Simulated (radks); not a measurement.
Trend from Zn to Hg: ionisation energy by Delta-SCF between NIST ground configurations, and size. Method: Dirac Kohn-Sham, BLYP, spin-unpolarised, spherical densities, finite nucleus; Fermi nuclear charge, rms radius of each element as measured or else 0.836 A^(1/3) + 0.57 fm; computed with a radial shooting solver on a logarithmic mesh with Libxc functionals.

[
 {"species": "Zn", "configuration": "[Ar] 3d10 4s2", "IE (eV)": "9.940", "NIST (eV)": "9.394", "kind": "exp.", "outermost": "4s1/2", "<r> outermost (bohr)": "2.65", "r at 0.001 e/bohr^3 (bohr)": "4.19"},
 {"species": "Cd", "configuration": "[Kr] 4d10 5s2", "IE (eV)": "9.319", "NIST (eV)": "8.994", "kind": "exp.", "outermost": "5s1/2", "<r> outermost (bohr)": "2.90", "r at 0.001 e/bohr^3 (bohr)": "4.39"},
 {"species": "Hg", "configuration": "[Hg]", "IE (eV)": "10.700", "NIST (eV)": "10.438", "kind": "exp.", "outermost": "6s1/2", "<r> outermost (bohr)": "2.71", "r at 0.001 e/bohr^3 (bohr)": "4.33"}
]

Reference values: NIST Atomic Spectra Database (measured). Spin polarisation and multiplet splitting are left out, so open shells lie too high by an amount that depends on their filling.

Beside tabulated values, note that spin-unpolarised runs miss the spin-polarisation part of the exchange energy of open shells.
